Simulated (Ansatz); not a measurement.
Relaxation of Cl$_{2}$H$_{6}$NPSi (11 atoms, charge 0, multiplicity 1), to a largest force component of 0.03 eV/Å in at most 50 steps.

Computed with RKS LDA/def2-SVP (Ansatz 0.2.0).

```xyz
11
Properties=species:S:1:pos:R:3
Si -0.092 0.175 -0.070
H -0.167 0.214 1.399
Cl 1.916 0.387 -0.536
Cl -1.065 1.792 -0.882
N -0.869 -1.178 -0.741
H -0.597 -2.135 -0.499
H -1.323 -1.085 -1.655
P 1.789 -2.301 1.284
H 1.071 -3.462 1.769
H 1.379 -2.544 -0.075
H 0.673 -1.446 1.548
```

Task: Where does it end, and by what steps?

Result: The run converged. The force dipped under the threshold on the way, but the program's further checks kept it going. After 12 steps the energy has fallen by 0.102 eV; H11 moved furthest, 0.45 Å.

| step | energy less start (eV) | largest force component (eV/Å) | accepted |
| --- | --- | --- | --- |
| 0 | 0.0000 | 0.479 | yes |
| 1 | -0.0794 | 0.121 | yes |
| 2 | -0.0279 | 0.728 | no |
| 3 | -0.0883 | 0.062 | yes |
| 4 | -0.0904 | 0.059 | yes |
| 5 | -0.0925 | 0.451 | yes |
| 6 | -0.0966 | 0.147 | yes |
| 7 | -0.0966 | 0.177 | yes |
| 8 | -0.0992 | 0.055 | yes |
| 9 | -0.1008 | 0.030 | yes |
| 10 | -0.1011 | 0.110 | yes |
| 11 | -0.1018 | 0.038 | yes |
| 12 | -0.1020 | 0.021 | yes |

```xyz
11
Properties=species:S:1:pos:R:3
Si -0.215 0.336 -0.138
H -0.452 0.462 1.331
Cl 1.836 0.435 -0.417
Cl -1.023 1.914 -1.166
N -0.955 -1.077 -0.732
H -0.809 -1.961 -0.232
H -1.108 -1.207 -1.736
P 1.955 -2.529 1.205
H 1.285 -3.723 1.673
H 1.247 -2.555 -0.052
H 0.952 -1.679 1.806
```

Whether the end is a true minimum wasn't checked by a vibrational analysis.

The run took 14 s on 4 threads of Intel(R) Xeon(R) Platinum 8259CL CPU @ 2.50GHz (Skylake/Cascade Lake) (shared host), peak memory 0.19 GiB.
